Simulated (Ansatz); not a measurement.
The same hydrogenolysis along the group F, Cl, Br, I.

Isolated molecules relaxed with PBE0-D4/def2-TZVP in Ansatz; ΔE leaves out vibrations. CCSD(T)/CBS is the MP2 limit (def2-TZVPP, def2-QZVPP) plus CCSD(T) − MP2 in def2-TZVPP, frozen cores. This one scheme is used for every species. Functionals use def2-TZVPP. Elements past krypton have def2 core potentials. For Br, I outer-core shells are correlated without core-valence functions, which leaves a few kJ/mol of doubt a bond. Scalar relativity is left out up to krypton.

```tsv
reaction	ωB97X-V (kJ/mol)	B97M-V (kJ/mol)	PBE0-D4 (kJ/mol)	CCSD/CBS(def2) (kJ/mol)
`F[SiH]1BC1` + H₂ → `B1C[SiH2]1` + H–F	100	105	91	95
`Cl[SiH]1BC1` + H₂ → `B1C[SiH2]1` + HCl	78	81	81	76
`Br[SiH]1BC1` + H₂ → `B1C[SiH2]1` + HBr	76	76	81	77
`I[SiH]1BC1` + H₂ → `B1C[SiH2]1` + HI	68	67	78	72
```

**Question.** Give the CCSD(T)/CBS values in the same order. (Best estimate.)

**Answer.** Ansatz gave: 96, 81, 82, 79 kJ/mol.

Largest T1 diagnostic: 0.014, for `B1C[SiH2]1`.
